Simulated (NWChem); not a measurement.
System: C₃H₅NO; SMILES C1=NCCO1

NWChem input:

```
start job
memory heap 200 mb stack 900 mb global 1100 mb
geometry units angstroms noautosym nocenter noautoz
  C      1.150779     0.065971     0.000000
  N      0.518346     1.160506     0.000000
  C     -0.895481     0.803783     0.000000
  C     -0.914850    -0.740452     0.000000
  O      0.473336    -1.096141     0.000000
  H      2.239972    -0.040224     0.000000
  H     -1.391602     1.236133     0.884193
  H     -1.391602     1.236133    -0.884193
  H     -1.387035    -1.177862    -0.892932
  H     -1.387035    -1.177862     0.892932
end
basis spherical
  * library 6-31g*
end
dft
  xc hfexch
  iterations 150
  mulliken
end
task dft energy
esp
  recalculate
  probe 0.07
  range 0.3
  factor 1.0
  spacing 0.02
end
task esp
```

NWChem printed, in part:

```
             Northwest Computational Chemistry Package (NWChem) 7.3.0
             --------------------------------------------------------

                             Geometry "geometry" -> ""
                             -------------------------

 Output coordinates in angstroms (scale by  1.889725989 to convert to a.u.)

  No.       Tag          Charge          X              Y              Z
 ---- ---------------- ---------- -------------- -------------- --------------
    1 C                    6.0000     1.15077900     0.06597100     0.00000000
    2 N                    7.0000     0.51834600     1.16050600     0.00000000
    3 C                    6.0000    -0.89548100     0.80378300     0.00000000
    4 C                    6.0000    -0.91485000    -0.74045200     0.00000000
    5 O                    8.0000     0.47333600    -1.09614100     0.00000000
    6 H                    1.0000     2.23997200    -0.04022400     0.00000000
    7 H                    1.0000    -1.39160200     1.23613300     0.88419300
    8 H                    1.0000    -1.39160200     1.23613300    -0.88419300
    9 H                    1.0000    -1.38703500    -1.17786200    -0.89293200
   10 H                    1.0000    -1.38703500    -1.17786200     0.89293200

 Effective nuclear repulsion energy (a.u.)     177.2794448482

  xc_inp: hfexch multiplicative factor not found.

                                 NWChem DFT Module
                                 -----------------

 Summary of "ao basis" -> "ao basis" (spherical)
 ------------------------------------------------------------------------------
       Tag                 Description            Shells   Functions and Types
 ---------------- ------------------------------  ------  ---------------------
 C                           6-31g*                  6       14   3s2p1d
 N                           6-31g*                  6       14   3s2p1d
 O                           6-31g*                  6       14   3s2p1d
 H                           6-31g*                  2        2   2s

            General Information
            -------------------
          SCF calculation type: DFT
          Wavefunction type:  closed shell.
          No. of atoms     :    10
          No. of electrons :    38
           Alpha electrons :    19
            Beta electrons :    19
          Charge           :     0
          Spin multiplicity:     1
          Use of symmetry is: off; symmetry adaption is: off
          Maximum number of iterations: 150
          AO basis - number of functions:    80
                     number of shells:    40
          Convergence on energy requested:  1.00D-06
          Convergence on density requested:  1.00D-05
          Convergence on gradient requested:  5.00D-04

              XC Information
              --------------
                     Hartree-Fock (Exact) Exchange  1.000

      Superposition of Atomic Density Guess
      -------------------------------------

 Sum of atomic energies:        -244.52001562

      Non-variational initial energy
      ------------------------------

 Total energy =    -247.527519
 1-e energy   =    -682.838052
 2-e energy   =     258.031087
 HOMO         =      -0.282323
 LUMO         =       0.056165

     ---------------------------------------------
      Total Density - Mulliken Population Analysis
     ---------------------------------------------

    Atom       Charge   Shell Charges
 -----------   ------   -------------------------------------------------------
    1 C    6     5.37   2.00  0.71  1.59  0.42  0.57  0.09
    2 N    7     7.75   2.00  0.86  2.51  0.88  1.47  0.03
    3 C    6     6.24   2.00  0.71  1.89  0.60  0.99  0.05
    4 C    6     6.01   2.00  0.70  1.78  0.58  0.89  0.06
    5 O    8     8.61   2.00  0.93  2.96  0.91  1.79  0.03
    6 H    1     0.80   0.47  0.33
    7 H    1     0.80   0.48  0.32
    8 H    1     0.80   0.48  0.32
    9 H    1     0.81   0.48  0.33
   10 H    1     0.81   0.48  0.33

[...]

                     NWChem Electrostatic Potential Fit Module
                     -----------------------------------------

 Atom parameters

 Number of atoms is                                   10
 Number of basis functions is                         80

 Grid parameters

 Maximum number of grid points is                  37392
 Number of grid points is                          37391
 Grid range                                     0.300000 nm
 Grid spacing                                   0.020000 nm
 Probe radius                                   0.070000 nm
 Atom radius factor                             1.000000

 Atomic radii

    1    0.100000
    6    0.147000
    7    0.140000
    8    0.136000
 FASTESP  F
  using M.O. file = ./job.movecs

    Atom              Coordinates                           Charge

                                                  ESP

    1 C     0.115078    0.006597    0.000000    0.571719
    2 N     0.051835    0.116051    0.000000   -0.722669
    3 C    -0.089548    0.080378    0.000000    0.487619
    4 C    -0.091485   -0.074045    0.000000    0.149018
    5 O     0.047334   -0.109614    0.000000   -0.445234
    6 H     0.223997   -0.004022    0.000000    0.042573
    7 H    -0.139160    0.123613    0.088419   -0.058528
    8 H    -0.139160    0.123613   -0.088419   -0.058439
    9 H    -0.138704   -0.117786   -0.089293    0.017066
   10 H    -0.138704   -0.117786    0.089293    0.016876
                                            ------------
                                               -0.000000

 Dipole moment                                  0.684127

 Quadrupole moment Qxx                         12.452529
                   Qyy                        -11.825629
                   Qzz                         -0.626900

 RMS deviation kJ/mol                           0.080956

 RRMS %                                        32.570414
```

Level: Hartree-Fock/6-31G* (spherical d). Structure relaxed at the PBE0/def2-SVP level.
